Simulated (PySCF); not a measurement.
Molecule: CH3O2 (charge 0, doublet). It need not be the lowest isomer of its formula. 
Geometry from a B3LYP-D3(BJ)/def2-TZVP (Ansatz) optimisation:
```xyz
6

O     -1.1819     0.1242     0.0417
C      0.0045    -0.4823    -0.2166
O      1.0786     0.3031     0.1537
H     -1.0918     1.0659    -0.1570
H      0.0095    -1.5194     0.1190
H      1.8821    -0.0708    -0.2250
```
Charge 0, spin multiplicity 2.

Dispersion corrections to the total energy (kcal/mol) from the dftd3 and dftd4 libraries through PySCF: D3(BJ) without and D4 with the three-body term, each with the damping fitted for the functional named.

```tsv
functional	D3(BJ)	D4
PBE0	-1.15	-1.03
BLYP	[?]	-2.96
revPBE	-3.91	-5.12
HF	-14.03	-5.56
LC-wPBE	-1.19	[?]
TPSSh	-1.53	-1.55
B3LYP	-2.36	[?]
```

Problem. Fill in the missing entries.

Solution. 
- BLYP, D3(BJ): -2.93
- LC-wPBE, D4: -1.38
- B3LYP, D4: -2.02
